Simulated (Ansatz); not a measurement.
A CCSD(T) single point on CH7HfNO3 (`C[NH][Hf]([OH])([OH])[OH]`).

```yaml
crystal:
  periodic: [false, false, false]
  atoms:
    - {symbol: C, position_ang: [1.151938, -1.416396, 1.086056]}
    - {symbol: N, position_ang: [0.940887, -0.621182, -0.105015]}
    - {symbol: Hf, position_ang: [-0.531503, 0.733104, -0.486597]}
    - {symbol: O, position_ang: [-2.121118, -0.148746, -1.183636]}
    - {symbol: O, position_ang: [0.177150, 1.928865, -1.837262]}
    - {symbol: O, position_ang: [-0.980480, 1.552947, 1.212634]}
    - {symbol: H, position_ang: [0.392188, -1.176579, 1.835363]}
    - {symbol: H, position_ang: [1.084224, -2.494813, 0.892205]}
    - {symbol: H, position_ang: [2.126432, -1.222106, 1.551550]}
    - {symbol: H, position_ang: [1.666877, -0.786023, -0.790109]}
    - {symbol: H, position_ang: [-2.523622, -0.970511, -1.447042]}
    - {symbol: H, position_ang: [0.117823, 2.556042, -2.549895]}
    - {symbol: H, position_ang: [-1.500796, 2.065398, 1.821748]}
basis:
  gaussian: {orbitals: def2-SVP}
correlation: {method: ccsd_t}
```

```sh
$ ansatz run in.yaml --threads 4 --pin off --events-out ev --progress --plain --max-ram 11315MiB
```

Output of Ansatz, abridged:

```
Functional definition: HF
1363 factors; integrals over basis functions are off by at most 1.6e-3 eV
mean field evaluation 1: about -10016.9372 eV, gradient 6.7e1 eV
mean field evaluation 2: about -10017.0757 eV, gradient 6.8e1 eV
mean field evaluation 4: about -10025.5339 eV, gradient 3.5e0 eV
mean field evaluation 8: about -10025.6065 eV, gradient 2.8e-1 eV
mean field -10025.60675787 eV, -368.4342527514 hartree, gradient 1.4e-6 eV, S^2 0.000000; 0 other end points of the search recorded, 0 dependent functions left out
5 core orbitals not correlated: weight in the atoms' cores, before any rotation towards them, 1.000 or more for the frozen orbitals, at most 0.000 for the correlated occupied ones
reference -10025.60675787 eV, -368.4342527514 hartree; 23, 23 occupied and 109, 109 virtual orbitals, 1363 factors
second order -30.20762294 eV of doubles, -0.00000000 eV of singles
cycle   1  -30.09256261 eV  change    1.2e-1 eV  update   1.5e-1
cycle   2  -30.82273352 eV  change   -7.3e-1 eV  update   5.1e-2
cycle   3  -31.06602407 eV  change   -2.4e-1 eV  update   2.7e-2
cycle   4  -31.05758835 eV  change    8.4e-3 eV  update   6.5e-3
cycle   5  -31.05026902 eV  change    7.3e-3 eV  update   2.4e-3
cycle   6  -31.05090439 eV  change   -6.4e-4 eV  update   8.0e-4
cycle   7  -31.05061770 eV  change    2.9e-4 eV  update   2.6e-4
cycle   8  -31.05049733 eV  change    1.2e-4 eV  update   9.9e-5
cycle   9  -31.05054205 eV  change   -4.5e-5 eV  update   3.7e-5
perturbative correction -0.84403743 eV, -0.0310178036 hartree
Total energy: -10057.50133735 eV, -369.6063569285 hartree
```

Hardware: 4 threads of an Arm Neoverse V2 on a shared host. Wall time 33 s, peak host memory 1.2 GiB.

Correlation energy per correlated electron: -0.693 eV. T1 diagnostic: 0.0158.
